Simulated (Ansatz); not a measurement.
A run on GeH5NSTe, SMILES `[NH2][GeH]([SH])[TeH]` with other settings.

```yaml
crystal:
  periodic: [false, false, false]
  atoms:
    - {symbol: N, position_ang: [-0.055874, 1.530240, 0.580134]}
    - {symbol: Ge, position_ang: [0.254191, -0.179432, 0.005451]}
    - {symbol: S, position_ang: [-1.161735, -1.474161, 1.117146]}
    - {symbol: Te, position_ang: [-0.218396, -0.539973, -2.496295]}
    - {symbol: H, position_ang: [0.509208, 2.240439, 0.133726]}
    - {symbol: H, position_ang: [-1.028710, 1.802953, 0.545416]}
    - {symbol: H, position_ang: [1.724246, -0.517249, 0.301173]}
    - {symbol: H, position_ang: [-0.731118, -1.059338, 2.322959]}
    - {symbol: H, position_ang: [0.796787, -1.849779, -2.526710]}
basis:
  gaussian: {orbitals: def2-TZVPD, final_grid: {core_spheres: 5, valence_spheres: 4, degree: 11}}
magnetization: {spin_polarized: true, initial_magnetization: 2}
hamiltonian: {xc: {name: B3LYP5}, pseudopotentials: {relativity: scalar}}
output: {forces: true}
```

```sh
$ ansatz run in.yaml --threads 4 --pin off --events-out ev --progress --plain --max-ram 10444MiB
```

Shortened log:

```
Functional definition: B3LYP5
1621 factors; their error is unknown
mean field evaluation 1: about -76695.9529 eV, gradient 5.1e1 eV
mean field evaluation 2: about -76629.6188 eV, gradient 1.0e2 eV
mean field evaluation 4: about -76706.3230 eV, gradient 1.1e1 eV
mean field evaluation 8: about -76706.8058 eV, gradient 3.2e-1 eV
mean field evaluation 16: about -76707.1149 eV, gradient 1.7e-2 eV
mean field -76707.11494846 eV, -2818.9344804060 hartree, gradient 3.9e-5 eV, S^2 2.004180; 9 other end points of the search recorded, 0 dependent functions left out
reference -76707.11528422 eV, -2818.9344927448 hartree; 43, 41 occupied and 198, 200 virtual orbitals, 1621 factors
Total energy: -76707.11528422 eV, -2818.9344927448 hartree
Relativity: scalar
Atom 0 at    -0.055874     1.530240     0.580134 Å, force    -0.086857     0.235905    -0.022022 eV/Å
Atom 1 at     0.254191    -0.179432     0.005451 Å, force     0.823744    -0.305347     1.209337 eV/Å
Atom 2 at    -1.161735    -1.474161     1.117146 Å, force    -0.473200    -0.433421     0.596182 eV/Å
Atom 3 at    -0.218396    -0.539973    -2.496295 Å, force    -1.877904     1.284955    -2.779222 eV/Å
Atom 4 at     0.509208     2.240439     0.133726 Å, force     0.095167     0.150566     0.126447 eV/Å
Atom 5 at    -1.028710     1.802953     0.545416 Å, force    -0.031221     0.076516    -0.021245 eV/Å
Atom 6 at     1.724246    -0.517249     0.301173 Å, force     0.497723     0.048598     0.267544 eV/Å
Atom 7 at    -0.731118    -1.059338     2.322959 Å, force    -0.047295     0.016389    -0.067469 eV/Å
Atom 8 at     0.796787    -1.849779    -2.526710 Å, force     1.099844    -1.074163     0.690448 eV/Å
Dipole moment:     0.069219     0.320739    -0.236221 e Å
```

It took 25 s on 4 threads of a server CPU on a shared host, with 1.3 GiB of host memory at the peak.
